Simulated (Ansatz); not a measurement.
Two structures of Si₅H₁₃I, closed shell, reached by relaxing down either side of one saddle point (PBE0-D4/def2-TZVP). Energies are electronic, without zero-point energy. Computed with Ansatz 0.2.0 (basis: def2-TZVPP and def2-QZVPP); correlated methods freeze the cores. Filled d shells of the heavier atoms are correlated. Core potentials replace the inner electrons of the atoms past krypton. The def2 sets are not built for correlating such inner shells, so the correlated values are less sure here. Extrapolation: Hartree–Fock as exp(−7.88 √X), correlation as X^−2.97. First:

```json
{"atom": "Si1", "x (Å)": "1.2117", "y (Å)": "-3.1692", "z (Å)": "1.1226"}
{"atom": "I2", "x (Å)": "2.7907", "y (Å)": "-2.6019", "z (Å)": "-0.6486"}
{"atom": "H3", "x (Å)": "1.4713", "y (Å)": "0.4974", "z (Å)": "0.4197"}
{"atom": "Si4", "x (Å)": "0.1396", "y (Å)": "0.9104", "z (Å)": "-0.1077"}
{"atom": "Si5", "x (Å)": "0.3290", "y (Å)": "3.0048", "z (Å)": "-1.1286"}
{"atom": "Si6", "x (Å)": "-1.3889", "y (Å)": "1.0528", "z (Å)": "1.6551"}
{"atom": "Si7", "x (Å)": "-0.6440", "y (Å)": "-0.6340", "z (Å)": "-1.6781"}
{"atom": "H8", "x (Å)": "0.5597", "y (Å)": "-1.9217", "z (Å)": "1.5830"}
{"atom": "H9", "x (Å)": "0.2093", "y (Å)": "-4.1098", "z (Å)": "0.5733"}
{"atom": "H10", "x (Å)": "1.9669", "y (Å)": "-3.7988", "z (Å)": "2.2303"}
{"atom": "H11", "x (Å)": "-1.0008", "y (Å)": "3.4185", "z (Å)": "-1.6526"}
{"atom": "H12", "x (Å)": "1.2913", "y (Å)": "2.9541", "z (Å)": "-2.2621"}
{"atom": "H13", "x (Å)": "0.7934", "y (Å)": "4.0273", "z (Å)": "-0.1525"}
{"atom": "H14", "x (Å)": "-1.5673", "y (Å)": "-0.2700", "z (Å)": "2.3139"}
{"atom": "H15", "x (Å)": "-0.9304", "y (Å)": "2.0323", "z (Å)": "2.6770"}
{"atom": "H16", "x (Å)": "-2.7078", "y (Å)": "1.4978", "z (Å)": "1.1290"}
{"atom": "H17", "x (Å)": "0.2683", "y (Å)": "-0.7375", "z (Å)": "-2.8465"}
{"atom": "H18", "x (Å)": "-0.8156", "y (Å)": "-1.9835", "z (Å)": "-1.0742"}
{"atom": "H19", "x (Å)": "-1.9768", "y (Å)": "-0.1693", "z (Å)": "-2.1530"}
```

Second:

```xyz
19
angstrom
Si 0.6571 -1.8812 0.8807
I 4.4087 -0.4520 0.0489
H 4.7442 0.5219 -1.1886
Si -0.4803 -0.0095 0.0687
Si 0.9147 1.6607 -0.7803
Si -1.7576 0.8996 1.8016
Si -1.9254 -0.7001 -1.6330
H -0.3377 -2.8353 1.4438
H 1.4086 -2.5652 -0.2043
H 1.6065 -1.5038 1.9627
H 0.0637 2.7768 -1.2783
H 1.7292 1.1520 -1.9163
H 1.8233 2.1911 0.2699
H -2.7076 -0.1174 2.3287
H -0.8778 1.3497 2.9141
H -2.5359 2.0683 1.3091
H -1.1525 -1.2820 -2.7637
H -2.8696 -1.7308 -1.1229
H -2.7118 0.4567 -2.1408
```

Task: Which bonds change from the first to the second?

Result: Si₄H₁₀ ([SiH3][SiH]([SiH3])[SiH3]) + SiH₃I ([SiH3][I]) → Si₅H₁₂ ([SiH3][Si]([SiH3])([SiH3])[SiH3]) + HI; bonds formed: Si1–Si4, I2–H3; bonds broken: Si1–I2, H3–Si4.

Task: Give the saddle point's structure and its height above each. (Judge from chemistry; the value comes from the calculation.)

Result: Computed: 46.57 kcal/mol above the first and 30.16 kcal/mol above the second (CCSD(T) at an estimated basis limit (MP2 extrapolated from triple and quadruple zeta, plus CCSD(T) − MP2 in triple zeta)).
```tsv
atom	x (Å)	y (Å)	z (Å)
Si1	0.9335	-1.8109	0.8804
I2	3.4918	-0.6453	-0.3781
H3	1.2906	-0.3792	0.1350
Si4	-0.2152	0.3444	-0.1112
Si5	0.9962	2.1672	-0.9630
Si6	-1.4250	0.7878	1.8449
Si7	-1.3270	-0.8812	-1.7647
H8	-0.4955	-1.9512	1.3349
H9	1.1461	-2.8518	-0.1387
H10	1.7417	-1.7527	2.1092
H11	-0.0428	3.2148	-1.1888
H12	1.6335	1.8143	-2.2502
H13	1.9612	2.6425	0.0537
H14	-2.5844	-0.1334	1.9434
H15	-0.5230	0.5946	3.0096
H16	-1.8989	2.1961	1.8070
H17	-0.3469	-1.2804	-2.8046
H18	-1.9691	-2.0775	-1.1631
H19	-2.3669	0.0019	-2.3557
```

The T1 diagnostic stays at or below 0.015.

Labels in which every atom is bracketed show which atoms are joined, not bond orders.

For scale, one of the runs: CCSD(T)/def2-TZVPP, 442 basis functions, launched by `ansatz run in.yaml --threads 4 --pin off --events-out ev --progress --plain --max-ram 41984MiB --backend cuda --devices 0, --max-vram 37GiB`. The run took 25 s on 4 CPU threads of an AMD EPYC 7R13 and a share of one NVIDIA H100 (shared host), with 1.2 GiB of host memory at its peak.
